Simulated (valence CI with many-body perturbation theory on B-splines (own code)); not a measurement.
**E1 transitions of Zn23+**

Method: relativistic CI+MBPT: five valence electrons over a frozen Dirac-Fock core [He], a basis of 11 s, 11 p, 10 d, 8 f, 5 g, 2 h functions for each j, with the one-electron correlation potential Σ1 (screened to all orders), the two-electron term Σ2, the three-electron term Σ3, Breit, model QED; selected single and double excitations, second order for the rest, scaled by the run's own slope (own B-spline code, finite nucleus).

No measured spectrum was set against this ion. As an estimate, levels of excited configurations hold to 0.05 to 0.15 % of their energy, terms of the ground configuration to about 0.5 %. Among the levels kept, up to 5500 cm⁻¹ of a level comes from second order outside the variational space, and about a tenth of that is noise between levels of different J, which matters for small intervals.

Lines 1 to 50 of 600 in falling wavelength, among levels below 111.22 Ry, chosen from the strongest by gf and those to the six lowest levels. Wavelengths and rates use the calculated energies, so an error of 900 cm⁻¹ moves a line at 41.69 nm by 0.38 % and its rate by three times that or more. Electric multipoles are in the length gauge, E1 and E2 with the static RPA response of the core. Weak lines are less certain than strong ones. Lines between different terms over intervals too small for the method are left out, as are lines whose strength nearly cancels. Where a level lies close to another of its J and parity, the split of strength between their lines is uncertain. The highest levels of a list are the least certain.

Names give the largest LS component (configuration and term), which can be under half, so a name can repeat, a term be missing and a line seem to break the LS rules; names also repeat where a configuration has a term twice. Letters in brackets count levels of one name in rising energy.

```csv
λ vac (nm),Upper,Lower,A (s⁻¹),log gf,Branch %
41.69,2s2p³3p ⁴D_3/2 [a],2s2p³3s ⁴D°_5/2,9.38e+08,-1.01,0.1
41.13,2s²2p²3p ⁴D°_1/2,2s²2p²3s ⁴P_1/2,1.97e+09,-1.00,5.1
40.20,2s2p³3p ²F_7/2 [a],2s2p³3s ²D°_5/2 [a],1.64e+09,-0.50,0.0
40.06,2s2p³3p ²F_5/2 [a],2s2p³3s ²D°_3/2 [a],2.03e+09,-0.53,0.0
40.04,2s2p³3p ⁴D_3/2 [a],2s2p³3s ⁴D°_3/2,1.06e+09,-0.99,0.1
40.00,2s2p³3p ⁴D_5/2 [b],2s2p³3s ⁴P°_5/2,7.91e+08,-0.94,0.0
39.86,2s2p³3p ⁴F_7/2,2s2p³3s ⁴D°_7/2,8.11e+08,-0.81,0.9
38.92,2s2p³3p ⁴P_3/2 [a],2s2p³3s ⁴S°_3/2 [a],1.65e+09,-0.82,0.0
38.87,2s²2p²3p ⁴P°_5/2,2s²2p²3s ⁴P_5/2,1.15e+09,-0.81,1.6
38.81,2s2p³3p ²P_3/2 [a],2s2p³3s ⁴D°_1/2,1.20e+09,-0.97,0.0
38.66,2s2p³3p ²F_5/2 [b],2s2p³3s ²D°_3/2 [b],2.38e+09,-0.49,0.0
38.36,2s2p³3p ⁴D_3/2 [c],2s2p³3s ⁴P°_3/2,1.34e+09,-0.93,0.1
38.23,2s2p³3p ⁴F_5/2,2s2p³3s ⁴D°_5/2,1.48e+09,-0.71,0.2
37.69,2s2p³3p ⁴P_5/2 [a],2s2p³3s ⁴S°_3/2 [a],1.91e+09,-0.61,0.0
37.49,2s2p³3d ⁴F°_7/2 [b],2s2p³3p ⁴P_5/2 [c],5.81e+08,-1.01,0.0
37.37,2s2p³3p ⁴P_3/2 [d],2s2p³3s ⁴S°_3/2 [b],1.81e+09,-0.82,0.1
37.33,2s2p³3p ⁶P_3/2,2s2p³3s ⁶S°_5/2,2.70e+09,-0.65,0.9
37.24,2s2p³3d ⁴F°_9/2 [a],2s2p³3p ²F_7/2 [a],4.82e+08,-1.00,3.7
37.15,2s²2p²3d ²P_3/2 [b],2s²2p²3p ²P°_3/2 [b],1.00e+09,-1.08,0.0
36.97,2s2p³3d ⁴D°_7/2 [b],2s2p³3p ⁴P_5/2 [b],7.39e+08,-0.92,0.0
36.87,2s²2p²3p ⁴D°_3/2 [b],2s²2p²3s ⁴P_3/2,1.47e+09,-0.92,3.0
36.84,2s2p³3p ⁴F_5/2,2s2p³3s ⁴D°_3/2,1.01e+09,-0.91,0.1
36.67,2s2p³3p ⁴D_7/2 [a],2s2p³3s ⁴D°_7/2,1.25e+09,-0.69,0.0
36.45,2s2p³3d ²G°_7/2 [b],2s2p³3p ²D_5/2 [b],6.22e+08,-1.00,0.4
36.37,2s2p³3d ⁴F°_9/2 [a],2s2p³3p ⁴F_9/2,9.27e+08,-0.74,7.2
36.35,2s²2p²3d ²D_5/2 [c],2s²2p²3p ²P°_3/2 [b],1.41e+09,-0.77,0.0
36.16,2s2p³3p ⁴P_1/2 [a],2s2p³3s ⁴S°_3/2 [a],2.30e+09,-1.05,0.0
36.10,2s2p³3d ⁴G°_9/2,2s2p³3p ⁴D_7/2 [a],5.80e+08,-0.95,4.6
36.04,2s2p³3p ⁶P_5/2,2s2p³3s ⁶S°_5/2,2.76e+09,-0.49,0.2
35.81,2s2p³3d ⁴G°_7/2,2s2p³3p ⁴F_7/2,6.41e+08,-1.01,0.1
35.75,2s²2p²3p ²D°_5/2 [a],2s²2p²3s ²D_3/2,1.90e+09,-0.66,4.3
35.57,2s2p³3d ⁶D°_7/2,2s2p³3p ⁶P_7/2,8.71e+08,-0.88,0.6
34.89,2s2p³3d ⁶D°_9/2,2s2p³3p ⁶P_7/2,2.69e+09,-0.31,81.8
34.79,2s2p³3d ⁴D°_5/2 [c],2s2p³3p ⁴P_5/2 [b],1.51e+09,-0.79,0.0
34.76,2s2p³3d ⁴G°_11/2,2s2p³3p ⁴F_9/2,3.23e+09,-0.15,35.3
34.63,2s²2p²3d ²F_7/2 [a],2s²2p²3p ⁴D°_7/2,8.30e+08,-0.92,1.5
34.60,2s2p³3p ⁴D_5/2 [b],2s2p³3s ⁴P°_3/2,2.07e+09,-0.65,0.1
34.55,2s2p³3p ⁴P_3/2 [c],2s2p³3s ⁴P°_5/2,1.75e+09,-0.90,0.0
34.47,2s2p³3p ²D_3/2 [b],2s2p³3s ²P°_1/2 [a],2.00e+09,-0.85,0.0
34.42,2s2p³3p ²D_3/2 [a],2s2p³3s ²D°_5/2 [a],2.32e+09,-0.78,0.0
34.41,2s2p³3d ²F°_7/2 [c],2s2p³3p ²D_5/2 [b],1.37e+09,-0.71,0.0
34.41,2s2p³3d ⁴D°_5/2 [d],2s2p³3p ⁴P_5/2 [e],7.80e+08,-1.08,0.0
34.40,2s2p³3p ⁴P_5/2 [c],2s2p³3s ⁴P°_5/2,1.31e+09,-0.86,0.0
34.17,2s2p³3d ⁴F°_7/2 [a],2s2p³3p ⁴D_5/2 [a],2.78e+09,-0.41,0.0
34.15,2s2p³3d ⁴F°_9/2 [b],2s2p³3p ⁴D_7/2 [b],3.30e+09,-0.24,8.0
34.14,2s²2p²3p ²D°_3/2 [b],2s²2p²3s ²D_5/2,2.51e+09,-0.76,0.6
34.01,2s2p³3d ²G°_9/2 [b],2s2p³3p ²F_7/2 [b],3.37e+09,-0.23,4.5
33.98,2s2p³3p ²P_3/2 [e],2s2p³3s ²P°_3/2 [c],1.77e+09,-0.91,0.0
33.88,2s²2p²3d ²D_3/2 [a],2s²2p²3p ²P°_1/2 [a],1.41e+09,-1.01,0.0
33.77,2s2p³3p ²D_3/2 [c],2s2p³3s ²D°_3/2 [b],1.83e+09,-0.90,0.1
```

How does gf follow from A for the line at 36.04 nm?

gf = 1.4992 × (2J+1)_upper × A / σ², with σ = 277462 cm⁻¹ and 2J+1 = 6: gf = 0.323.
